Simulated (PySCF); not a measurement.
A survey of $^{31}$P NMR shifts

All values are calculated (PySCF 2.14): geometry from GFN2-xTB, PBE0/pcSseg-1 with gauge-including orbitals. One conformer, rapidly exchanging positions averaged, relativity neglected, no solvent.

Shieldings were converted by a linear fit to measured shifts: $^{31}$P (scatter 18.1 ppm rms vs H3PO4, solution or neat liquid). A few per cent of atoms miss by over 2 rms, more outside the fitted compound classes.

Task: Give the $^{31}$P shifts of `COc1cc(Cl)ccp1`, `CP(C)(C)=O`.

Result: 
```json
{"compound": "COc1cc(Cl)ccp1", "environment": "phosphorus bonded to 2 C, in a 6-membered ring", "δ (ppm)": "121.5"}
{"compound": "CP(C)(C)=O", "environment": "phosphorus bonded to 3 C, O", "δ (ppm)": "10.3"}
```

Task: Match the shifts 494.5, 121.4, 10.3 ppm to `[H]/P=P\[H]`, `CP(C)(C)=O`, `Clc1pcoc1C1CC1`.

Result: 494.5: [H]/P=P\[H] (phosphorus bonded to P, H); 121.4: Clc1pcoc1C1CC1 (phosphorus bonded to 2 C, in a 5-membered ring); 10.3: CP(C)(C)=O (phosphorus bonded to 3 C, O).
